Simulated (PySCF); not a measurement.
Sn(I)(Me) (CH₃ISn), SMILES [CH3][Sn][I] (connectivity only; charge and spin as stated), neutral, multiplicity 1.

Geometry optimised at B3LYP-D3(BJ)/def2-SVP. The def2 effective core potentials stand for the cores of I, Sn; spin–orbit coupling is left out.

All values below come from IEF-PCM-ωB97X/def2-SVP (PySCF 2.14.0).

The values are the electrostatic part of the solvation free energy, E(continuum) − E(gas) at the gas-phase geometry, in a cavity of scaled van der Waals radii (PySCF's table); cavitation and dispersion terms are not included. A continuum can't describe solvent molecules that bind to the metal. In vacuum the orbital gap is 7.48 eV. The dipole moment in vacuum is 3.23 D.

| solvent | ε | ΔG(elec) (kcal/mol) | dipole (D) | gap (eV) |
|---|---|---|---|---|
| water | 78.36 | -4.6 | 4.85 | 7.78 |
| toluene | 2.37 | … | … | … |
| ethylethanoate | 5.99 | -3.5 | 4.45 | 7.71 |

Q: Fill in the missing entries. (Estimate from the structure and the level; the computed values follow.)

A: 
- toluene, ΔG(elec) (kcal/mol): -2.0
- toluene, dipole (D): 3.94
- toluene, gap (eV): 7.62
